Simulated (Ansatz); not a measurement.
`B[C@@H](F)[Si@@H](N)F` + H₂ → `N[SiH](F)CF` + BH₃  (hydrogenolysis of a C–B bond)

Calculated with Ansatz (gas phase, PBE0-D4/def2-TZVP geometries, no zero-point term in ΔE). CBS: MP2 limit from def2 TZ/QZ plus the TZ coupled-cluster correction, frozen cores. This one scheme is used for every species. DFT in def2-TZVPP. HSE06 is defined as in plane-wave codes. One conformer a species, not always the lowest.

**Question.** Is it downhill or uphill in electronic energy at CCSD(T)/CBS, and by how much? (Estimate.)

**Answer.** Ansatz gave: Uphill: ΔE = +1.6 kcal/mol.

**Question.** What do these levels give: r2SCAN-D4, PBE0-D4, r2SCAN, r2SCANh, HSE06, CAM-B3LYP, RPA@PBE/def2-TZVPP, MP2/def2-TZVPP, SCS-MP2/def2-TZVPP, CCSD/def2-TZVPP, HF/def2-QZVPP, CCSD/CBS(def2)? (Estimate.)

**Answer.** The calculation gave: r2SCAN-D4 4.8, PBE0-D4 3.4, r2SCAN 4.4, r2SCANh 3.7, HSE06 2.3, CAM-B3LYP 0.5, RPA@PBE/def2-TZVPP -0.3, MP2/def2-TZVPP 1.9, SCS-MP2/def2-TZVPP -0.2, CCSD/def2-TZVPP -0.3, HF/def2-QZVPP -6.4, CCSD/CBS(def2) 0.2 kcal/mol.

Largest T1 diagnostic among the species: 0.012.

Leaving LDA and LC-ωPBE aside and taking each functional with its dispersion term where it has one, the values, not all of them listed here, spread over 5.5 kcal/mol, from BHLYP-D4 to revPBE-D4. LDA lies +4.1 kcal/mol from PBE without D4. From r2SCAN to r2SCAN0 (25 % exact exchange), in def2-TZVPP and without D4, ΔE moves by −1.7 kcal/mol. The D4 term adds +2.1 kcal/mol with B3LYP and +1.1 kcal/mol with PBE0; it sums over pairs of atoms, weighted by their polarisabilities, and B3LYP, whose exchange is more repulsive, gets the larger term.

B3LYP here is the variant with VWN-RPA as its local correlation; programs differ in this.
